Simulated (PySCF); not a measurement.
Task: Give a PBE0-D3(BJ)/def2-SVP geometry of InChI=1S/C4H7NSi/c1-2-3-4-5-6/h1,4H,3H2,6H3/b5-4+.

Result: 
```
atom  x, y, z in Å
C1    -2.1942    1.5357    0.6898
C2    -1.7460    0.4165    0.5931
C3    -1.2257   -0.9349    0.4752
C4     0.2766   -1.0526    0.3928
N5     1.0635   -0.0683    0.4137
Si6    2.8087   -0.1650    0.3166
H7    -2.5836    2.5330    0.7762
H8    -1.5645   -1.5534    1.3274
H9    -1.6493   -1.4318   -0.4181
H10    0.6189   -2.1104    0.3094
H11    3.3814    0.4532    1.5464
H12    3.2547    0.6090   -0.8770
H13    3.2989   -1.5818    0.2007
```

Orientation and origin are arbitrary. Atoms count from 1 in this order. The 3 C–C bonds span 1.209 Å (C1≡C2, drawn triple) to 1.509 Å (C3–C4, drawn single), a spread of 0.300 Å. The 6 heavy atoms lie in one plane (0.001 Å rms). Si6 (SiH3 silicon) is tetrahedral (angles from 108.3° to 112.4°).

Bonds between heavy atoms (Å): C1≡C2 1.209, C2–C3 1.453, C3–C4 1.509, C4=N5 1.260, N5–Si6 1.751.

Level of theory: PBE0-D3(BJ)/def2-SVP geometry optimisation, gas phase in PySCF 2.14.0.

Point group: Cs (every atom within 0.08 Å of its image). Not checked by PBE0-D3(BJ)/def2-SVP frequencies. One conformer, not necessarily the lowest (C2–C3–C4–N5 0°).

Time: 66 s; peak memory 0.51 GiB. Hardware: an Arm Neoverse N1 with one thread, on a shared host. That covers the optimisation of the geometry.
